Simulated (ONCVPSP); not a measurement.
## Mo: one change to an ONCV potential, before and after

* Element: Mo (Z = 42)
* Generator: ONCVPSP 4.0.1
* Type: optimised norm-conserving Vanderbilt (ONCV)
* Functional: PBE
* Relativity: scalar-relativistic
* Frozen core: [Ar] 3d10
* Valence charge: 14
* Reference configuration: 4s2 4p6 4d5 5s1
* Partial waves: 4s+5s: rc 1.65 bohr, ncon 5, nbas 7, qcut 6.6 1/bohr, 3 projectors, debl 1.8 Ha; 4p: rc 1.90 bohr, ncon 4, nbas 9, qcut 5.8 1/bohr, 3 projectors, debl 2.4 Ha; 4d: rc 1.50 bohr, ncon 5, nbas 8, qcut 7.6 1/bohr, 2 projectors, debl 2 Ha
* Local potential: polynomial inside 1.05 bohr (lpopt 5, dvloc0 0 Ha)
* Core correction: Teter function, fcfact 1.5, rcfact 1.4

Change: s: rc 1.26.

Cutoffs: the cutoffs (Ha) at which the residual kinetic energy of the hardest occupied pseudo-wave falls to 1 and 0.1 mHa per electron; they do not see the model core or the augmentation charge, which bear on the density cutoff. Errors are all-electron minus pseudo energies relative to the spin-unpolarised reference configuration.

How do hardness, ghosts and transferability respond?

The potential gets harder (24 Ha and 41 Ha → 54 Ha and 68 Ha); a bound ghost appears in s, which as a rule spoils a file; of the 4 tests that both files solve, the error grows in 1 and shrinks in 1 by more than 15 % and 0.3 meV (median size 1.2 → 1.4 meV). A smaller radius makes the pseudo-wave follow the all-electron one further in, where it bends more sharply, so more plane waves are needed.

| quantity | base | changed |
| --- | --- | --- |
| cutoff, loose | 24 Ha | 54 Ha |
| cutoff, tight | 41 Ha | 68 Ha |
| loose cutoff by channel | s 24 Ha, p 12 Ha, d 21 Ha | s 54 Ha, p 12 Ha, d 21 Ha |
| bound ghosts | none | s |
| GHOST(+) flags under 300 eV | none | s at 217.4 eV |
| error for 4s2 4p6 4d5 5s0, meV [ΔE 6.89 eV] | -1.7 | -1.4 |
| error for 4s2 4p6 4d4 5s0, meV [ΔE 22.35 eV] | -0.8 | -0.7 |
| error for 4s2 4p6 4d3 5s0, meV [ΔE 49.10 eV] | +1.8 | +1.9 |
| error for 4s2 4p6 4d4 5s2, meV [ΔE 0.20 eV] | +0.8 | +1.4 |
| p: phases at 1.93 bohr within 0.05 rad from the reference energy up to (Ha; the scan ends near 5) | to the end of the scan | to the end of the scan |
| d: phases at 1.53 bohr within 0.05 rad from the reference energy up to (Ha; the scan ends near 5) | to the end of the scan | to the end of the scan |
| rms error of d²Exc/dni dnj with the model core, mHa | 0.35 | 0.63 |

 A true bound ghost makes a file unfit for plane-wave use even where its test errors are small: the radial tests pick states by their node count and pass the ghost by.
